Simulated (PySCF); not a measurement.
## GeCl⁺: from constants to spectrum

RHF-CCSD(T) constants of GeCl⁺, ¹Σ⁺ (singlet), closed shell (PySCF, scalar-relativistic core potentials, basis sets Ge cc-pVDZ-PP with ECP10, Cl cc-pV(D+d)Z; masses 73.9212 and 34.9689 u):

| Item | Value |
| --- | --- |
| ωe | 499.4 cm⁻¹ |
| ωexe | 1.38 cm⁻¹ |
| Be | 0.16383 cm⁻¹ |
| αe | 0.000661 cm⁻¹ |
| D (centrifugal) | 7.05e-08 cm⁻¹ |
| De to Ge⁺ + Cl | 4.17 eV |

Task: Give the vibrational terms G(v) and spacings up to v = 6.

Result: G(v) = ωe(v+½) − ωexe(v+½)².

| v | G(v) (cm⁻¹) | G(v) − G(v−1) | Bv (cm⁻¹) |
| --- | --- | --- | --- |
| 0 | 249.4 |  | 0.1635 |
| 1 | 746.0 | 496.6 | 0.1628 |
| 2 | 1239.9 | 493.9 | 0.1622 |
| 3 | 1731.0 | 491.1 | 0.1615 |
| 4 | 2219.4 | 488.4 | 0.1609 |
| 5 | 2705.0 | 485.6 | 0.1602 |
| 6 | 3187.8 | 482.8 | 0.1595 |

Task: How well does the Morse estimate ωe²/(4ωexe) reproduce De, and what is D0?

Result: It gives 5.60 eV, 134 % of the computed De. D0 = De − G(0) = 4.17 − 0.03 = 4.14 eV.

Correlated steps freeze 9 core orbitals. Correlated levels converge slowly with the basis: in double zeta they bind strong bonds too weakly, by up to about 1 eV, and carry superposition errors of some tenths. For an ion De counts to the pair picked by the measured ionisation energies or electron affinities, which need not be the lowest pair at this level. Where the molecule has an RHF reference, its open-shell atoms are computed with UHF.
